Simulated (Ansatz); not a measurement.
`C[SiH]([GeH3])C#N`. Total charge 0; spin multiplicity 1. The geometry is a stationary point of PBE0-D4/def2-TZVP.

```xyz
12

C     0.031   -1.247   -1.309
Si    0.159    0.428   -0.498
Ge    0.573    0.321    1.843
C    -1.466    1.298   -0.706
N    -2.489    1.822   -0.802
H    -0.751   -1.846   -0.837
H    -0.205   -1.144   -2.370
H     0.978   -1.783   -1.215
H     1.160    1.291   -1.173
H     1.928   -0.366    2.088
H    -0.528   -0.502    2.528
H     0.609    1.730    2.450
```

(1) What is the dipole moment at PBE/def2-TZVPP? (Estimate.)

(2) And with r2SCAN, B3LYP, ωB97M-V? (Best estimate.)

(3) Give the Mulliken charges with PBE, ωB97M-V, r2SCAN in def2-TZVPP. (Best estimate.)

## Answers

(1) Computed: 3.90 D, with components (3.03, -2.46, 0.15) D in this frame, pointing from negative to positive charge.

(2) The calculation gave: r2SCAN 3.96 D, B3LYP 3.95 D, ωB97M-V 3.93 D.

(3) Computed: 
```
atom    PBE  ωB97M-V  r2SCAN
  C1  -0.35    -0.42   -0.28
 Si2   0.20     0.26    0.30
 Ge3   0.03    -0.08    0.04
  C4  -0.24    -0.22   -0.20
  N5   0.03    -0.03   -0.07
  H6   0.12     0.14    0.09
  H7   0.12     0.14    0.09
  H8   0.12     0.13    0.08
  H9  -0.05     0.00   -0.06
 H10   0.00     0.02   -0.01
 H11   0.01     0.03    0.00
 H12   0.01     0.04    0.01
```

B3LYP here is the variant with VWN-RPA as its local correlation; programs differ in this.
